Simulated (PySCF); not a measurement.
Radial density of Ar (argon, neutral)

MN15, [Ar], closed-shell 1S. All numbers are calculated (PySCF 2.14, the non-relativistic Hamiltonian (point nucleus), in pcseg-2 (5s4p2d1f, 34 functions)).

```
r (bohr)  4πr²ρ (e/bohr)
 0.00182          0.1507
 0.00306          0.4067
 0.00515           1.068
 0.00866           2.660
  0.0146           6.088
  0.0245           12.05
  0.0412           18.82
  0.0693           20.38
   0.117           15.40
   0.196           17.09
   0.330           20.39
   0.555           8.610
   0.934           4.958
    1.57           4.838
    2.64           1.087
    4.44         0.05409
    7.47       1.054e-05
```
